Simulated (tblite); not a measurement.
C6H5OPS.
Numbering: `[CH:1]#[C:2][c:3]1[p:4][c:5]([O:6][CH3:7])[cH:8][s:9]1` (hydrogens: H10 on C1; H11, H12, H13 on C7; H14 on C8)

The geometry is computed with GFN2-xTB (gas phase).

Entries marked ? are missing. Bonds in one row agree within 0.01 Å.

```json
{"coordinate": "C1≡C2", "value": "1.204 Å"}
{"coordinate": "C2–C3", "value": "1.396 Å"}
{"coordinate": "C3–P4", "value": "1.725 Å"}
{"coordinate": "P4–C5", "value": "?"}
{"coordinate": "C5–O6", "value": "1.357 Å"}
{"coordinate": "O6–C7", "value": "?"}
{"coordinate": "C5–C8", "value": "?"}
{"coordinate": "C8–S9", "value": "?"}
{"coordinate": "C3–S9", "value": "1.735 Å"}
{"coordinate": "C1–H10", "value": "1.048 Å"}
{"coordinate": "C7–H11, C7–H12, C7–H13", "value": "1.094 Å"}
{"coordinate": "C8–H14", "value": "1.074 Å"}
{"coordinate": "C1–C2–C3", "value": "180.0°"}
{"coordinate": "C2–C3–P4", "value": "123.6°"}
{"coordinate": "C2–C3–S9", "value": "?"}
{"coordinate": "P4–C3–S9", "value": "117.9°"}
{"coordinate": "C3–P4–C5", "value": "?"}
{"coordinate": "P4–C5–O6", "value": "123.9°"}
{"coordinate": "P4–C5–C8", "value": "117.1°"}
{"coordinate": "O6–C5–C8", "value": "119.0°"}
{"coordinate": "C5–O6–C7", "value": "115.8°"}
{"coordinate": "C5–C8–S9", "value": "117.4°"}
{"coordinate": "C3–S9–C8", "value": "?"}
```

Fill in the missing values.

- P4–C5 = 1.787 Å, aromatic (ends: phosphorus bonded to 2 C; aromatic carbon bearing oxygen); 0.01 Å below the sum of covalent radii, 1.80 Å.
- O6–C7 = 1.405 Å, drawn single (aryl ether oxygen to methoxy carbon); 0.01 Å below the sum of covalent radii, 1.42 Å.
- C5–C8 = 1.364 Å, aromatic (aromatic carbon bearing oxygen to aromatic CH next to a ring sulfur); 0.10 Å below the sum of covalent radii, 1.46 Å.
- C8–S9 = 1.708 Å, aromatic (aromatic CH next to a ring sulfur to thiophene-type sulfur); 0.07 Å below the sum of covalent radii, 1.78 Å.
- C2–C3–S9 = 118.4°, at the substituted aromatic carbon; the outer atoms are 2.695 Å apart.
- C3–P4–C5 = 92.6°, at the phosphorus bonded to 2 C, inside a 5-membered ring; the outer atoms are 2.539 Å apart.
- C3–S9–C8 = 95.0°, at the thiophene-type sulfur, inside a 5-membered ring; the outer atoms are 2.538 Å apart.

Radii are Cordero's, carbon taken as 0.76, 0.73 or 0.69 Å for four, three, and two or fewer neighbours.

Its GFN2-xTB frequencies are all real (lowest 80 cm⁻¹). The numbers are those of one conformer (P4–C5–O6–C7 0°).
